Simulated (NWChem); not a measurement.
Molecule: trans-dichloroethylene (C2H2Cl2); SMILES C(=C\Cl)/Cl

```xyz
6

Cl     0.0420    -2.1475     0.0000
C     -0.4433    -0.4975     0.0000
C      0.4433     0.4975     0.0000
Cl    -0.0420     2.1475     0.0000
H     -1.5229    -0.3328     0.0000
H      1.5229     0.3328     0.0000
```
Atoms are numbered in this order, from 1.

Results from NWChem. Pople sets run with spherical d functions. Geometry: optimised at PBE0/def2-SVP. Vertical excitations in the gas phase.

**Question.** Predict the results for PBE0/6-31G*, TDA. Quantities: lowest excitation, singlet (eV); oscillator strength of that lowest state; lowest state with f > 0.02, singlet (eV); lowest triplet (eV); orbital gap (eV).

**Answer.** 
```json
{
 "lowest excitation, singlet (eV)": "6.12",
 "oscillator_strength_of_that_lowest_state": "0.000",
 "lowest state with f > 0.02, singlet (eV)": "6.94",
 "lowest triplet (eV)": "3.87",
 "orbital gap (eV)": "6.94"
}
```
